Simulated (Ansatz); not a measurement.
Chlorotrimethylsilane → `CCl` + `C[Si]C` at 700 K and 1 bar (silylene formation by 1,1-elimination).

Gas-phase electronic energies from Ansatz, PBE0-D4/def2-TZVP geometries. CCSD(T)/CBS adds triple-zeta CCSD(T) − MP2 to the extrapolated MP2 energy (def2 sets, frozen cores). This one scheme is used for every species.

```json
{"species": "`C[Si](C)(C)Cl`", "CCSD(T)/CBS energy (Eh)": "-868.53638", "H − E (kJ/mol)": "391.4", "S (J/(mol·K))": "508.6"}
{"species": "`CCl`", "CCSD(T)/CBS energy (Eh)": "-499.63220", "H − E (kJ/mol)": "131.4", "S (J/(mol·K))": "278.6"}
{"species": "`C[Si]C`", "CCSD(T)/CBS energy (Eh)": "-368.74530", "H − E (kJ/mol)": "247.3", "S (J/(mol·K))": "387.1"}
```

H − E and S are ideal-gas, rigid-rotor, harmonic terms from PBE0-D4/def2-TZVP, for one conformer and one mirror image of each species. 1 Eh = 2625.50 kJ/mol, R = 8.31446 J/(mol·K).

Q: By hand: ΔE, ΔH, ΔS and ΔG.

A: ΔE = (-499.63220) + (-368.74530) − (-868.53638) = 0.15888 Eh = 417.1 kJ/mol. Δ(H − E) = 131.4 + 247.3 − 391.4 = -12.7, so ΔH = 404.4 kJ/mol. ΔS = 278.6 + 387.1 − 508.6 = 157.1 J/(mol·K). ΔG = 404.4 − 700 × (157.1)/1000 = 294.4 kJ/mol.

Q: By hand: the equilibrium constant, and the temperature at which ΔG would vanish if ΔH and ΔS stayed fixed.

A: log₁₀ K = −ΔG/(RT ln 10) = -22.0. ΔG = 0 at ΔH/ΔS = 2574 K, far beyond where these terms or the molecules hold.

The number of gas molecules changes by +1, which sets the sign of ΔS. A doubt of 5 kJ/mol in ΔE shifts log₁₀ K by 0.4 here. Other conformers and mirror images would add mixing entropy, several J/(mol·K) or more a flexible species. These are equilibria of isolated gas molecules and say nothing of rates. Largest T1 diagnostic: 0.012 (customary marks: 0.02 for closed shells, 0.045 for open ones).
